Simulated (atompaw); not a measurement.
# What the settings do to the PAW (atompaw) potential of Te

Base potential:

atompaw 4.2.0.5 input, output lines left out:

```
Te 52
GGA-PBE scalarrelativistic loggrid 1500 logderivrange -16 5 526
5 5 4 0 0 0
5 1 2
0 0 0
c
c
c
v
v
c
c
v
v
c
v
2
1.50 1.15 1.10 1.50
n
n
y
-3.85
n
custom polynom2 7 10 vanderbiltortho besselshape
3 0 troulliermartins
0.90
1.20
1.30
1.50
1.50
1.50
```

Cutoffs, loose and tight: the cutoffs (Ry, on a coarse ladder) from which the occupation-weighted sum of valence levels, in a spherical-Bessel basis at the reference potential, stays within 10 and 1 mRy of its value at 400 Ry. They see the waves, projectors and local potential, not the compensation charge or the core. A dash means not determined.

A true bound ghost makes a file unfit for plane-wave use even where its test errors are small: the radial tests pick states by their node count and pass the ghost by.

| change | outcome | cutoff, loose | cutoff, tight | bound ghosts |
| --- | --- | --- | --- | --- |
| base | generated | 300 Ry | over 300 Ry | s |
| local potential troulliermartins scheme with l = 3 at 0 Ry, radius 0.84 bohr | generated | 300 Ry | over 300 Ry | s |
| local potential troulliermartins scheme with l = 3 at 0 Ry, radius 0.96 bohr | generated | 300 Ry | over 300 Ry | s |
| local potential troulliermartins scheme with l = 3 at 0 Ry, radius 1.16 bohr | generated | 300 Ry | over 300 Ry | none |
| local potential troulliermartins scheme with l = 3 at 0 Ry, radius 1.32 bohr | generated | 300 Ry | over 300 Ry | none |
| local potential troulliermartins scheme with l = 3 at 0 Ry, radius 1.40 bohr | generated | 300 Ry | over 300 Ry | none |

Problem. What comes out with this change to the base: local potential troulliermartins scheme with l = 3 at 0 Ry, radius 0.70 bohr?

Solution. outcome: generated; cutoff, loose: 300 Ry; cutoff, tight: over 300 Ry; bound ghosts: s, p.

Reading the sweep of the r_vloc (base included, trends over the rows without a ghost): Bound ghosts are found at 0.7, 0.84, 0.96, 1.1 bohr.
